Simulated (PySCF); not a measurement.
## Calculated NMR data

- GIAO PBE0/pcSseg-1 shieldings
- coordinates at the GFN2-xTB level
- code: PySCF 2.14.0 with density-fitted response routines
- equivalent nuclei averaged, no relativistic terms, isolated molecule, one computed conformer

δ = σ(ref) − σ, references computed at the same level: ¹H (σref 31.72), ¹³C (σref 186.93) vs TMS. Splittings of carbon signals by F and P are missing where no couplings were computed. Where no couplings were computed, multiplicities follow the n + 1 count of equivalent neighbours, and m marks all less simple cases (inequivalent or close neighbours, rings, F or P nearby). Shifts are as computed. Against solution values, carbons near 30 ppm lie about +3 ppm off and those near 130 ppm about +5 ppm. Of 1309 compounds with measured shifts, 239 miss one by over three times the rms of a fit or turn the order of signals round; such compounds aren't used in these exercises.

**1.** `FC/C=C/C(F)(F)F`, C₄H₄F₄. ¹H NMR (600 MHz, computed): δ 6.53 (m, 1H), 6.21 (m, 1H), 5.45 (m, 2H). ¹³C{¹H} NMR (computed): δ 144.3, 132.2, 125.7, 84.9.

**2.** `FC1(F)[C@H](F)C[C@@H]1F`, C₄H₄F₄. ¹H NMR (600 MHz, computed): δ 4.98 (m, 2H), 2.76 (m, 1H), 2.41 (m, 1H). ¹³C{¹H} NMR (computed): δ 125.5 (C), 90.6 (CH), 33.3 (CH2).
